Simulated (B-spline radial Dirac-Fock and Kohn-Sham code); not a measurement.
# Core and valence levels of Os⁴⁺

System: the Os⁴⁺ ion, configuration 1s2 2s2 2p6 3s2 3p6 3d10 4s2 4p6 4d10 4f14 5s2 5p6 5d4, inside a Watson sphere of charge -4 and radius 1.8 Å (a model of the Madelung potential; inside it an electron's potential energy is raised by 32.0 eV); nuclear rms radius 5.4126 fm (A = 192).

Input of the calculation (task.json; shells as n, l, electrons):

```json
{"items": [{
  "Z": 76,
  "q": 4,
  "cfg": [[1, 0, 2], [2, 0, 2], [2, 1, 6], [3, 0, 2], [3, 1, 6], [3, 2, 10], [4, 0, 2], [4, 1, 6], [4, 2, 10], [4, 3, 14], [5, 0, 2], [5, 1, 6], [5, 2, 4]],
  "A": 192,
  "rrms": 5.4126,
  "watson": [-4, 1.8],
  "do": ["binding"]
}]}
```

Command: `python xray_run.py task.json out`

Calculated with a radial atomic solver, using multi-electron Dirac-Fock with separately optimised hole states, Breit and Lamb-shift corrections added in first order. The model has no electron correlation. Energies are counted from the vacuum level.

All terms are in eV, carry their sign (relaxation lowers the binding energy) and add up to the binding energy; ⟨r⟩ is the mean radius of the orbital in the initial state.

```
subshell  −ε (Koopmans)  relaxation    Breit      QED  binding energy  ⟨r⟩ (bohr)
      1s        74366.4      -88.59  -250.35  -131.53         73895.9       0.018
      2s        13103.6      -52.57   -28.25   -19.47         13003.3       0.074
   2p1/2        12519.0      -57.19   -46.78    -0.12         12414.9       0.061
   2p3/2        10984.8      -53.85   -28.02    -1.97         10900.9       0.070
      3s         3124.6      -29.11    -5.13    -4.51          3085.9       0.193
   3p1/2         2864.5      -30.20    -8.81    -0.14          2825.4       0.183
   3p3/2         2525.0      -28.39    -4.86    -0.50          2491.2       0.198
   3d3/2         2095.3      -31.24    -3.80     0.34          2060.6       0.174
   3d5/2         2022.4      -30.60    -2.40     0.15          1989.6       0.178
      4s          705.0      -11.36    -1.04    -1.10           691.5       0.432
   4p1/2          594.8      -11.22    -1.82    -0.02           581.7       0.436
   4p3/2          514.2      -10.08    -0.87    -0.10           503.1       0.468
   4d3/2          333.2       -9.82    -0.50     0.08           323.0       0.482
   4d5/2          318.1       -9.44    -0.20     0.04           308.4       0.493
   4f5/2          87.18       -8.60     0.12     0.06           78.75       0.545
   4f7/2          84.20       -8.40     0.23     0.04           76.07       0.553
      5s          121.6       -2.08    -0.16    -0.20           119.2       1.013
   5p1/2          84.37       -1.81    -0.25     0.00           82.31       1.095
   5p3/2          71.19       -1.48    -0.10    -0.01           69.59       1.181
      5d          22.62       -0.74     0.00     0.01           21.89       1.554
```

For the deepest level, K (1s), the Breit terms make up -0.339 % of the binding energy, QED -0.178 % and orbital relaxation -0.120 %.

Spin-orbit splittings: 2p 1513.9 eV, 3p 334.1 eV, 3d 70.97 eV, 4p 78.61 eV, 4d 14.54 eV, 4f 2.68 eV, 5p 12.72 eV.
